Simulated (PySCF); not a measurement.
A search over the determinants of CuH⁺

Unrestricted PBE0; PySCF, scalar-relativistic core potentials, basis sets Cu cc-pVDZ-PP with ECP10, H cc-pVDZ. Outer shells of the fragments: Cu+ 3d10; H 1s1.

Followed along the bond (rough minima from three points):

```tsv
2Ms+1	unpaired	⟨S²⟩ at the start	R at minimum (Å)	Te (eV)
2	σ ↑	0.76	1.47	0.00
2	δ ↑	0.75	1.52	1.32
2	π ↑	0.75	1.55	1.41
```

Solutions found at the starting distance of 1.555 Å, counted from the lowest of them; the search is not exhaustive and high or unbound solutions are not listed, so other states can lie among these:

```csv
2Ms+1,unpaired,term,E (eV),⟨S²⟩,⟨Lz²⟩,μ (D)
2,σ ↑,²Σ⁺,0.00,0.76,0.00,-0.80
2,δ ↑,²Δ,1.28,0.75,4.00,-1.45
2,π ↑,²Π,1.36,0.75,1.00,-1.65
4,"σ ↑↑, δ ↑",⁴Δ,4.72,3.75,4.00,2.09
4,"σ ↑↑, π ↑",⁴Π,4.87,3.75,1.01,2.39
4,σ ↑↑↑,⁴Σ⁺,5.16,3.75,0.00,2.73
```

A term symbol is given only where ⟨S²⟩ and ⟨Lz²⟩ are close to those of a pure state; real π, δ and φ orbitals otherwise mix terms. A positive dipole points towards H; it is taken about the centre of mass and depends on that origin.

Counting both spins, an empty level lies below a filled one in some of these solutions, because spin and occupation are held. The state is the lowest single determinant that the PBE0 search found; with open d or f shells the true ground state can be another one.
